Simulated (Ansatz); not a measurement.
Cost against result

Saddle point of BSiH₄F₃, singlet (BSiH₃F₂ ([F][B]([F])[SiH3]) + HF → BF₃ ([F][B]([F])[F]) + SiH₄; bonds formed: B1–F6, Si2–H5; bonds broken: B1–Si2, H5–F6), PBE0-D4/def2-TZVP structure:

```
atom    x (Å)    y (Å)    z (Å)
  B1  -0.5582  -0.9078   0.2695
 Si2   0.2697   1.0475  -0.3619
  F3  -1.0385  -1.5571  -0.7859
  F4  -1.3251  -0.7514   1.3435
  H5   0.9203  -0.6420   0.3689
  F6   0.8067  -1.6790   0.7459
  H7  -1.0794   1.5576  -0.7130
  H8   0.8685   1.8944   0.7001
  H9   1.1361   1.0376  -1.5672
```

Barriers are electronic and count from the start structure reached by relaxing down the imaginary mode.

Computed with Ansatz 0.2.0 (basis: as named in each row); correlated methods freeze the cores. B3LYP uses VWN-RPA correlation. Extrapolation: Hartree–Fock as exp(−7.88 √X), correlation as X^−2.97.

Times are rough, for one single point on 4 threads of a shared host (Arm Neoverse V1).

The estimate by CCSD(T) at an estimated basis limit (MP2 extrapolated from triple and quadruple zeta, plus CCSD(T) − MP2 in triple zeta) is 1.294 eV.

```json
{"method": "HF", "basis": "STO-3G", "time (s)": "under 1", "barrier (eV)": "1.931", "method less estimate": "0.638"}
{"method": "PBE-D4", "basis": "STO-3G", "time (s)": "under 1", "barrier (eV)": "-0.080", "method less estimate": "-1.373"}
{"method": "SPW92", "basis": "def2-SVP", "time (s)": "under 1", "barrier (eV)": "0.196", "method less estimate": "-1.098"}
{"method": "B3LYP-D4", "basis": "6-31G", "time (s)": "under 1", "barrier (eV)": "1.145", "method less estimate": "-0.149"}
{"method": "PBE-D4", "basis": "def2-SVP", "time (s)": "under 1", "barrier (eV)": "0.605", "method less estimate": "-0.689"}
{"method": "PBE0-D4", "basis": "def2-SVP", "time (s)": "under 1", "barrier (eV)": "0.866", "method less estimate": "-0.427"}
{"method": "SPW92", "basis": "def2-TZVPP", "time (s)": "under 1", "barrier (eV)": "0.468", "method less estimate": "-0.825"}
{"method": "PBE-D4", "basis": "def2-TZVPP", "time (s)": "2", "barrier (eV)": "0.842", "method less estimate": "-0.451"}
{"method": "BLYP-D4", "basis": "def2-TZVPP", "time (s)": "2", "barrier (eV)": "1.069", "method less estimate": "-0.224"}
{"method": "BHLYP-D4", "basis": "def2-TZVPP", "time (s)": "2", "barrier (eV)": "1.421", "method less estimate": "0.128"}
{"method": "B3LYP-D4", "basis": "def2-TZVPP", "time (s)": "2", "barrier (eV)": "1.196", "method less estimate": "-0.098"}
{"method": "CAM-B3LYP-D4", "basis": "def2-TZVPP", "time (s)": "2", "barrier (eV)": "1.200", "method less estimate": "-0.093"}
{"method": "PBE0-D4", "basis": "def2-TZVPP", "time (s)": "2", "barrier (eV)": "1.037", "method less estimate": "-0.257"}
{"method": "r2SCAN-D4", "basis": "def2-TZVPP", "time (s)": "3", "barrier (eV)": "0.930", "method less estimate": "-0.364"}
{"method": "r2SCAN0-D4", "basis": "def2-TZVPP", "time (s)": "3", "barrier (eV)": "1.083", "method less estimate": "-0.210"}
{"method": "wB97M-V", "basis": "def2-SVP", "time (s)": "3", "barrier (eV)": "0.955", "method less estimate": "-0.339"}
{"method": "CCSD(T)", "basis": "def2-SVP", "time (s)": "4", "barrier (eV)": "1.291", "method less estimate": "-0.003"}
{"method": "RPA on PBE", "basis": "def2-TZVPP", "time (s)": "4", "barrier (eV)": "1.257", "method less estimate": "-0.036"}
{"method": "B2PLYP", "basis": "def2-TZVPP", "time (s)": "4", "barrier (eV)": "1.240", "method less estimate": "-0.053"}
{"method": "PBE-QIDH", "basis": "def2-TZVPP", "time (s)": "4", "barrier (eV)": "1.179", "method less estimate": "-0.115"}
{"method": "wB97X-V", "basis": "def2-TZVPP", "time (s)": "6", "barrier (eV)": "1.192", "method less estimate": "-0.102"}
{"method": "wB97M-V", "basis": "def2-TZVPP", "time (s)": "6", "barrier (eV)": "1.161", "method less estimate": "-0.133"}
{"method": "B97M-V", "basis": "def2-TZVPP", "time (s)": "7", "barrier (eV)": "1.085", "method less estimate": "-0.208"}
{"method": "MP2", "basis": "def2-QZVPP", "time (s)": "15", "barrier (eV)": "1.230", "method less estimate": "-0.063"}
{"method": "CCSD(T)", "basis": "def2-TZVPP", "time (s)": "110", "barrier (eV)": "1.276", "method less estimate": "-0.018"}
```

All methods are single points on the PBE0-D4 structures; a negative value means that the method puts the saddle structure below the start.

The T1 diagnostic stays at or below 0.014.

Steps of this kind, hydrogen fluoride cutting a network bond, underlie vapour etching and the fluorination step of atomic layer etching.

Labels in which every atom is bracketed show which atoms are joined, not bond orders.
